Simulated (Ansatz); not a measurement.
`[SiH3][SiH]1[CH2][AlH]1` → Al• + C• + 7 H• + 2 Si•  (atomization)

Computed with Ansatz on PBE0-D4/def2-TZVP structures; ΔE is electronic, products minus reactants. CCSD(T)/CBS adds triple-zeta CCSD(T) − MP2 to the extrapolated MP2 energy (def2 sets, frozen cores). This one scheme is used for every species, atoms too. DFT in def2-TZVPP. Open shells (•) are unrestricted, without spin–orbit coupling. Spin–orbit coupling would lower the free atoms: a little for Al, C, Si.

```tsv
species	LC-ωPBE energy (Eh)
`[SiH3][SiH]1[CH2][AlH]1`	-863.41575
Al•	-242.26866
C•	-37.82224
H•	-0.50601
Si•	-289.26970
```

**Question.** Work out ΔE.

**Answer.** ΔE = 7 × (-0.50601) + 2 × (-289.26970) + (-242.26866) + (-37.82224) − (-863.41575) = 1.24338 Eh = +3264.5 kJ/mol. CCSD(T)/CBS gives +3295.5 kJ/mol.

Largest T1 diagnostic among the species: 0.018.

From BLYP to BHLYP (50 % exact exchange), in def2-TZVPP and without D4, ΔE moves by +13.0 kJ/mol. Leaving LDA and LC-ωPBE aside and taking each functional with its dispersion term where it has one, the values, not all of them listed here, spread over 108.0 kJ/mol, from B2PLYP to B97M-V. LDA lies +404.6 kJ/mol from PBE without D4, its usual overbinding.

For atomizations the MP2-based limit and the directly extrapolated one differ by several kJ/mol either way, and by 10 to 25 for some Ge, Se and Sn compounds, so smaller differences from it don't rank the levels.
